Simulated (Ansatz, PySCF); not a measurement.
The pair A = SiH4 (SMILES [SiH4]) (first 5 atoms), B = CH2O (SMILES C=O); geometry from B3LYP-D3(BJ)/def2-TZVP.
(charge 0, multiplicity 1):
```xyz
9

Si     0.026     0.242     0.177
H      1.299    -0.019     0.888
H      0.355     0.708    -1.194
H     -0.729     1.308     0.869
H     -0.777    -0.994     0.083
C      0.448    -0.364     3.841
O     -0.479    -0.675     3.146
H      0.442    -0.540     4.933
H      1.355     0.113     3.425
```

Frozen-core correlation. CBS(a, b) extrapolates the correlation energy as X⁻³ and adds the Hartree–Fock energy of set b. MP2 and its Hartree–Fock in aug-cc-pV(T+d)Z are density fitted.

The values were computed with Ansatz (Gaussian basis) for Hartree–Fock, density functionals and correlated methods; PySCF for the dispersion terms. 

The monomers are drawn apart, rigid, along the line of their centres of mass. Counterpoise-corrected interaction energies (kcal/mol):

```
level                                                                 R = 4.665 Å  R = 5.924 Å
--------------------------------------------------------------------  -----------  -----------
PBE/def2-TZVPPD                                                           -0.4115      -0.0889
PBE-D3(BJ)/def2-TZVPPD                                                    -0.7118      -0.1653
wB97M-V/def2-TZVPPD                                                       -0.6150      -0.1623
MP2/CBS(aug-cc-pV(D+d)Z, aug-cc-pV(T+d)Z) + ΔCCSD(T)/aug-cc-pV(D+d)Z      -0.6151      -0.1558
```

R is the distance of the centres of mass. Find the local exponent m of E ∝ R⁻ᵐ between the two points.


m = ln(E₁/E₂)/ln(R₂/R₁): PBE/def2-TZVPPD 6.4; PBE-D3(BJ)/def2-TZVPPD 6.1; wB97M-V/def2-TZVPPD 5.6; MP2/CBS(aug-cc-pV(D+d)Z, aug-cc-pV(T+d)Z) + ΔCCSD(T)/aug-cc-pV(D+d)Z 5.7. For scale, two fixed dipoles give m = 3, dipole and quadrupole 4, quadrupoles 5, and dispersion or dipole-induced dipole 6 at long range; at these distances several terms mix, and what is left of overlap and damping shifts m, so it need not match one of them.

Ansatz is a program for electronic structure.
